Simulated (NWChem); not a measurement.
Molecule: BHOClF; SMILES B(O)(F)Cl

```xyz
5

B      0.0167    -0.4226     0.0000
F     -1.1312    -1.0972     0.0000
Cl    -0.0227     1.3397     0.0000
O      1.2075    -1.0550     0.0000
H      1.1029    -2.0197     0.0000
```
Atoms are numbered in this order, from 1.

All runs: NWChem. Coordinates come from a B3LYP/6-31G* (spherical d) optimisation. GIAO values for the isolated, static molecule; σ is the absolute isotropic shielding, δ = σ(reference) − σ with the isolated reference molecule computed at the same levels (11B: boron trifluoride, 19F: trichlorofluoromethane, 1H: tetramethylsilane, 17O: water).

**Question.** Estimate the computed values for PBE0/pcSseg-1. Quantities: δ B1 (ppm); δ F2 (ppm); σ Cl3 (ppm); δ O4 (ppm); δ H5 (ppm).

**Answer.** 
- δ B1 (ppm) = 13.2
- δ F2 (ppm) = -88.3
- σ Cl3 (ppm) = 885.5
- δ O4 (ppm) = 125.8
- δ H5 (ppm) = 4.67
